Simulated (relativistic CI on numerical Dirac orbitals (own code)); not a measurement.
## Calculated levels, Pm45+

These numbers are calculated, not measured: Dirac-Coulomb-Breit CI, orbitals from a KLI potential per configuration, QED by a radiative potential, unscaled Slater integrals (own radial code, finite nucleus).

Configuration list (outside the closed core [Ne]): 3s²3p⁴, 3s3p⁵, 3s²3p³3d, 3p⁶, 3s3p⁴3d, 3p⁵3d, 3s3p³3d², 3s²3p²3d4p, 3p⁵4s, 3s3p³3d4s, 3p⁵4p, 3s²3p³4s, 3s²3p³4p, 3p⁴3d4p, 3s²3p³4d, 3s3p⁴4s, 3s²3p³4f, 3s3p⁴4p, 3s3p⁴4d, 3s3p⁴4f, 3s²3p³5s, 3s²3p³5p, 3s²3p²4s4p, 3s²3p³5d, 3s²3p³5f, 3s²3p³5g, 3s3p³4s², 3s3p⁴5s, 3s²3p²3d², 3s²3p3d³, 3s3p²3d³, 3s²3p3d²4s, 3s²3p3d²4p, 3s²3p3d²4d, 3p⁴3d², 3p³3d³, 3p³3d²4s, 3p³3d²4p, 3p³3d²4d, 3s²3p²3d4s, 3s3p²3d²4s, 3s²3p3d4s², 3s²3p3d4s4p, 3s²3p3d4s4d, 3p⁴3d4s, 3p³3d4s², 3p³3d4s4p, 3p³3d4s4d, 3s²3p²4s², 3s3p²3d4s², 3s²3p4s²4p, 3s²3p4s²4d, 3s²3p²4p², 3s²3p3d4p², 3s3p²3d4p², 3s²3p4s4p², 3s²3p4p³, 3s²3p4p²4d, 3s3p³4s4p, 3s3p²3d4s4p, 3s3p²4s²4p, 3s3p²4s4p², 3s3p²4s4p4d. Double excitations out of closed p, d and f shells are left out; levels of such configurations are missing from the list, as are those of other unlisted configurations, and high levels can miss mixing partners. These lack a partner that the ground configuration has and come out too high: 3s²3p³4f, 3s3p⁴4p, 3s3p⁴4d, 3s3p⁴4f, 3s²3p³5s.

The lowest level is 3s²3p⁴ ³P2, with 70 % of that term; Hund's rules for 3s²3p⁴ give ³P with J = 2, in agreement.

```
No.  Configuration  Term  J  E (cm⁻¹)   %  Next component (%)  Lifetime (s)      jj configuration (%)
  1         3s²3p⁴    ³P  2         0  70               29 ¹D                            3p3/2^2 (99)
  2         3s²3p⁴    ¹S  0    124496  61               38 ³P      1.01e-01              3p3/2^2 (98)
  3         3s²3p⁴    ³P  1   1101250  98      1 3s²3p²3d² ³P      3.67e-08        3p1/2 3p3/2^3 (98)
  4         3s²3p⁴    ¹D  2   1165612  69               29 ³P      7.47e-08        3p1/2 3p3/2^3 (98)
  5       3s²3p³3d   ³F°  2   1474448  30              30 ³D°      2.58e-10          3p3/2 3d3/2 (97)
  6       3s²3p³3d   ⁵D°  1   1519113  28              28 ³D°      1.36e-10          3p3/2 3d3/2 (96)
  7       3s²3p³3d   ³P°  0   1526707  56              31 ⁵D°      1.35e-07          3p3/2 3d3/2 (98)
  8       3s²3p³3d   ³F°  3   1528132  28              20 ³D°      1.96e-08          3p3/2 3d3/2 (93)
  9       3s²3p³3d   ³F°  4   1760958  47              30 ⁵D°      6.17e-06          3p3/2 3d5/2 (98)
 10       3s²3p³3d   ³P°  2   1772351  30              30 ³D°      3.69e-11          3p3/2 3d5/2 (89)
 11       3s²3p³3d   ³D°  3   1921355  34              20 ¹F°      4.79e-12          3p3/2 3d5/2 (88)
 12       3s²3p³3d   ³D°  1   1983888  37              31 ³P°      7.65e-12          3p3/2 3d5/2 (93)
 13          3s3p⁵   ³P°  2   2222648  77      8 3s²3p³3d ³D°      4.10e-12           3s 3p3/2^3 (77)
 14         3s²3p⁴    ³P  0   2314595  60               37 ¹S      1.42e-08              3p3/2^4 (97)
 15          3s3p⁵   ¹P°  1   2353515  34              30 ³P°      3.31e-12           3s 3p3/2^3 (62)
 16       3s²3p³3d   ³F°  2   2519374  45              27 ⁵D°      1.63e-10  3p1/2 3p3/2^2 3d3/2 (97)
 17       3s²3p³3d   ⁵D°  0   2524474  49              29 ¹S°      2.35e-10  3p1/2 3p3/2^2 3d3/2 (95)
 18       3s²3p³3d   ³D°  1   2530381  50              32 ⁵D°      1.33e-11  3p1/2 3p3/2^2 3d3/2 (89)
 19       3s²3p³3d   ³F°  3   2569504  35              28 ³G°      8.62e-11  3p1/2 3p3/2^2 3d3/2 (94)
 20       3s²3p³3d   ³G°  4   2631864  50              33 ¹G°      2.59e-07  3p1/2 3p3/2^2 3d3/2 (98)
 21       3s²3p³3d   ³F°  2   2707751  60              25 ¹D°      1.17e-11  3p1/2 3p3/2^2 3d3/2 (93)
 22       3s²3p³3d   ³D°  3   2769755  58              32 ⁵D°      8.45e-12  3p1/2 3p3/2^2 3d5/2 (87)
 23       3s²3p³3d   ⁵D°  4   2785501  50              21 ³G°      4.78e-08  3p1/2 3p3/2^2 3d5/2 (98)
 24       3s²3p³3d   ³D°  3   2821284  45              28 ³F°      1.13e-12  3p1/2 3p3/2^2 3d3/2 (81)
 25       3s²3p³3d   ³P°  2   2843814  35              22 ³D°      7.92e-13  3p1/2 3p3/2^2 3d3/2 (83)
 26       3s²3p³3d   ³D°  1   2845914  37              30 ¹P°      2.19e-12  3p1/2 3p3/2^2 3d5/2 (67)
 27       3s²3p³3d   ³F°  4   2864136  70              27 ¹G°      2.39e-07  3p1/2 3p3/2^2 3d5/2 (98)
 28       3s²3p³3d   ³P°  0   2868961  46              44 ¹S°      1.07e-10  3p1/2 3p3/2^2 3d5/2 (88)
 29       3s²3p³3d   ³P°  1   2879416  47              30 ³S°      1.02e-12  3p1/2 3p3/2^2 3d3/2 (59)
 30       3s²3p³3d   ³G°  5   2887481  99      1 3s3p³3d² ³G°      2.35e-07  3p1/2 3p3/2^2 3d5/2 (99)
```

Energies count from the lowest computed level; ° marks odd parity; lifetimes are radiative, by E1, M1, E2, M2, E3 decay to levels of this space only. Filled j subshells are mostly left out of the jj labels.

The mean weight of the leading LS term, summed over parents, in these 30 levels is 51 %, and that of the leading jj configuration (from the same eigenvectors) 90 %, so jj coupling describes them better and the LS labels are nominal.

At this charge energies of transitions that change n are usually good to better than 1 %, and those within a shell (Δn = 0) to a few per cent.

LS names give the leading component of a level, which can be under half, so a name can repeat, a term be missing and a line seem to break the LS rules.
